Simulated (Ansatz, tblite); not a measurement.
# Group exchange: C3H8 + C3H9NSi → C2H8Si + C4H9N

Species: C3H8 (propane) `CCC`, singlet; C3H9NSi `C=CN(C)[SiH3]`, singlet; C2H8Si `CC[SiH3]`, singlet; C4H9N `C=CN(C)C`, singlet. The partners trade CH3 for SiH3: C–CH3 and N–SiH3 bonds give way to C–SiH3 and N–CH3.

Shapes, held fixed at every level: PBE0-D4/def2-TZVP. Flexible molecules stand in one conformer, not always the lowest. Programs: Ansatz 0.2.0, tblite 0.8.0. The zero-point and thermal change to 298 K, harmonic and unscaled (PBE0-D4/def2-TZVP), is -1.9 kJ/mol.

(1) Estimate ΔH(298 K) of this reaction.

Answers

(1) The highest level, CCSD(T)/CBS estimate, gives ΔH(298 K) = +79.0 kJ/mol; the levels span +66.5 to +102.3. The column of differences is taken from that level and isn't an error. No measured value is set beside it here. The CBS estimate extrapolates MP2 from def2-TZVPP and def2-QZVPP and adds CCSD(T) − MP2 in the triple-zeta set, cores frozen.

| level | kind | ΔH(298 K) (kJ/mol) | less CCSD(T)/CBS estimate |
| --- | --- | --- | --- |
| GFN2-xTB | semi-empirical | +102.3 | +23.3 |
| HF/def2-SVP | Hartree–Fock | +75.5 | -3.5 |
| HF/def2-TZVPP | Hartree–Fock | +83.8 | +4.8 |
| PBE-D4/def2-TZVPP | GGA | +66.5 | -12.5 |
| wB97X-V/def2-TZVPP | range-separated hybrid | +74.2 | -4.8 |
| MP2/def2-SVP | perturbation theory | +75.0 | -4.0 |
| MP2/def2-TZVPP | perturbation theory | +81.0 | +2.0 |
| CCSD(T)/def2-SVP | coupled cluster or CI | +71.9 | -7.1 |
| CCSD(T)/CBS estimate | coupled cluster or CI | +79.0 | 0.0 |
